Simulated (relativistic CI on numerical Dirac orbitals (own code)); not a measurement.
Co4+ in a cubic cluster: 1s photoemission with charge transfer

Computed with a charge-transfer multiplet model of a cubic metal-ligand cluster with up to 2 ligand holes, Slater and spin-orbit integrals from Dirac-Coulomb-Breit ions, Slater integrals scaled by 0.9. The ground state mixes d5 with configurations of k ligand holes L, whose averages lie at kΔ + k(k − 1)U_dd/2; a core hole lowers each added d electron by U_cd. 300 K, Lorentzian 1.1 eV and Gaussian 0.6 eV FWHM.

Atomic integrals in eV (Slater integrals scaled, ζ unscaled), ground: F2dd 12.224, F4dd 7.677, zeta_d 0.080; with the core hole: F2dd 13.651, F4dd 8.604, zeta_d 0.111, G2cd 0.082.

Cluster parameters (eV): Δ = 2, U_dd = 6.9, U_cd = 8.8, 10Dq(ligand) = 0.5, V(eg) = 3.55, V(t2g) = -1.88, final-state hopping factor = 1.

```csv
Case,n_d,d5,d6L,d7L2,S
10Dq = 0.55 eV,5.46,0.58,0.37,0.04,2.50
10Dq = 1.45 eV,5.45,0.59,0.37,0.04,2.50
10Dq = 1.75 eV,5.45,0.59,0.37,0.04,2.49
```

Weights, n_d and S are thermal averages at 300 K. Binding energies count from the first peak over 30 % of the highest in each spectrum, which can be another peak from case to case. The parameters are a model scan and need not match a compound or its usual spin state. Peaks in eV (height, largest 100):
- 10Dq = 0.55 eV: 0.0 (100), 10.7 (24)
- 10Dq = 1.45 eV: 0.0 (100), 4.3 (5), 10.8 (23)
- 10Dq = 1.75 eV: 0.0 (100), 4.3 (7), 10.8 (22)

Curve for 10Dq = 1.45 eV (points under 2 left out, the grid thinned):

| E (eV) | Intensity |
| --- | --- |
| -3.9 | 2.4 |
| -3.5 | 2.9 |
| -3.2 | 3.5 |
| -2.8 | 4.5 |
| -2.5 | 5.6 |
| -2.1 | 7.9 |
| -1.8 | 10.6 |
| -1.4 | 16.9 |
| -1.1 | 25.7 |
| -0.7 | 48.6 |
| -0.4 | 75.4 |
| 0.0 | 100.0 |
| 0.3 | 88.8 |
| 0.7 | 53.0 |
| 1.0 | 32.6 |
| 1.4 | 18.2 |
| 1.7 | 12.7 |
| 2.1 | 8.5 |
| 2.4 | 6.7 |
| 2.8 | 5.2 |
| 3.1 | 4.6 |
| 3.5 | 4.4 |
| 3.9 | 4.9 |
| 4.2 | 5.4 |
| 4.6 | 5.0 |
| 4.9 | 4.0 |
| 5.3 | 2.8 |
| 5.6 | 2.2 |
| 8.3 | 2.1 |
| 8.6 | 2.5 |
| 9.0 | 3.3 |
| 9.3 | 4.1 |
| 9.7 | 6.4 |
| 10.0 | 9.8 |
| 10.4 | 17.3 |
| 10.7 | 22.1 |
| 11.1 | 20.9 |
| 11.4 | 17.2 |
| 11.8 | 14.2 |
| 12.1 | 12.0 |
| 12.5 | 7.8 |
| 12.8 | 5.3 |
| 13.2 | 3.4 |
| 13.5 | 2.6 |
| 13.9 | 2.1 |

For the case 10Dq = 1.45 eV, Δ = 2 eV is smaller than U_dd = 6.9 eV, the charge-transfer side of the Zaanen-Sawatzky-Allen scheme. With the core hole the average of the configuration with one ligand hole lies at Δ − U_cd = -6.8 eV before mixing: the effective hopping of about 5.6 eV (from the holes of the mixed ground state) is comparable with this gap or larger, so the configurations mix strongly.
